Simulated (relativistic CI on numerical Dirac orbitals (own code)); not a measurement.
# Pm³⁺ (4f4) in a crystal field

Calculated by Dirac-Coulomb-Breit CI, orbitals from a KLI potential per configuration, model QED (radiative potential, 1s self-energy scaled to tabulated hydrogen-like ionisation energies), valence Slater integrals scaled by 0.8, one configuration in a parametric crystal field (own radial code).

Field parameters in Wybourne normalisation; cubic f-shell fields have B⁴₄ = √(5/14) B⁴₀ and B⁶₄ = −√(7/2) B⁶₀. The field is a parameter set, without covalency.

S is read from ⟨S²⟩ = S(S + 1).

Powder χT (cm³ K mol⁻¹) by Van Vleck's formula, with temperature-independent terms:

| Field | 2 K | 5 K | 10 K | 20 K | 50 K | 100 K | 200 K | 300 K |
| --- | --- | --- | --- | --- | --- | --- | --- | --- |
| D3d, B20 = 1410, B40 = -1720, B43 = -2000, B60 = -210, B63 = 90, B66 = 410 cm⁻¹ | 0.0341 | 0.0854 | 0.171 | 0.333 | 0.588 | 0.717 | 0.852 | 0.94 |
| D3d, B20 = -1260, B40 = -230, B43 = -1070, B60 = 640, B63 = -120, B66 = 200 cm⁻¹ | 0.618 | 0.652 | 0.689 | 0.711 | 0.751 | 0.817 | 0.917 | 0.98 |
| D4h, B20 = 1880, B40 = 330, B44 = -180, B60 = 780, B64 = 50 cm⁻¹ | 0.029 | 0.0724 | 0.145 | 0.288 | 0.602 | 0.8 | 0.923 | 0.984 |
| Oh, B40 = -1400, B60 = -150 cm⁻¹ | 0.516 | 0.617 | 0.668 | 0.707 | 0.77 | 0.846 | 0.935 | 0.991 |
| Oh, B40 = 2240, B60 = 680 cm⁻¹ | 0.556 | 0.56 | 0.566 | 0.579 | 0.616 | 0.679 | 0.804 | 0.901 |
| Oh, B40 = -2370, B60 = 720 cm⁻¹ | 0.00693 | 0.0173 | 0.0346 | 0.0693 | 0.173 | 0.346 | 0.633 | 0.811 |

Task: For D4h, B20 = 1880, B40 = 330, B44 = -180, B60 = 780, B64 = 50 cm⁻¹: what effective moment follows at 300 K?

Result: μ_eff = √(8χT) = 2.81 μB. The LS value g√(J(J + 1)) of the free ion's 5I_4 level is 2.68 μB. The ground level is a non-magnetic singlet, so χT starts at zero and rises through temperature-independent paramagnetism and the filling of excited levels.
